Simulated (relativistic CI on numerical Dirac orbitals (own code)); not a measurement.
Method of calculation: Dirac-Coulomb-Breit CI, orbitals from a KLI potential per configuration, model QED, valence Slater integrals scaled by 0.9, P86 correlation estimate, and configurations built on the next ion tied to the tabulated ionisation energy (semi-empirical) (own radial code, finite nucleus).

Configurations in the expansion (outside the closed core [Ne]): 3s2, 3s 3d, 3s 4s, 3s 4p, 3s 3p, 3s 4d, 3s 5s, 3s 4f, 3p2, 3d2, 3p 3d, 3p 4s, 3d 4s, 3s 5p, 3s 5d, 4s2, 3s 5f, 3s 5g. Levels of other configurations are missing.

Configurations that consist of the next ion and one excited electron were tied to the tabulated ionisation energy; Rydberg ones are usually within 1,000 to 3,000 cm⁻¹ and the lowest ones within about 6,000 (9,000 in d shells), while levels on excited terms of the next ion carry the error of that term, and the other configurations can be misplaced by 10,000 cm⁻¹ or more. Rates follow the energies as ν³ (E1, M1) or ν⁵ (E2), so rates, branching and lifetimes can be off by large factors.

Outline of the computed level scheme of Ca IX. Lowest level of each configuration: 3s2 1S_0 at 0.000 eV; 3s 3p 3P°_0 at 17.815 eV; 3p2 1D_2 at 41.906 eV; 3s 3d 3D_1 at 51.450 eV; 3p 3d 3F°_2 at 70.158 eV; 3s 4s 3S_1 at 94.655 eV; 3s 4p 3P°_0 at 103.177 eV; 3d2 3F_2 at 103.488 eV; 3s 4d 3D_1 at 114.276 eV.

Some strong electric-dipole decays among the lowest 45 levels: 3s 4s 1S_0 → 3s 3p 1P°_1 (6.0e+10 s⁻¹); 3s 4d 3D_3 → 3s 3p 3P°_2 (4.2e+10 s⁻¹); 3s 4s 3S_1 → 3s 3p 3P°_2 (4.0e+10 s⁻¹); 3s 4p 1P°_1 → 3s2 1S_0 (3.6e+10 s⁻¹); 3s 4d 1D_2 → 3s 3p 1P°_1 (3.5e+10 s⁻¹); 3s 4d 3D_2 → 3s 3p 3P°_1 (3.1e+10 s⁻¹); 3s 3d 1D_2 → 3s 3p 1P°_1 (2.5e+10 s⁻¹); 3s 4s 3S_1 → 3s 3p 3P°_1 (2.4e+10 s⁻¹).
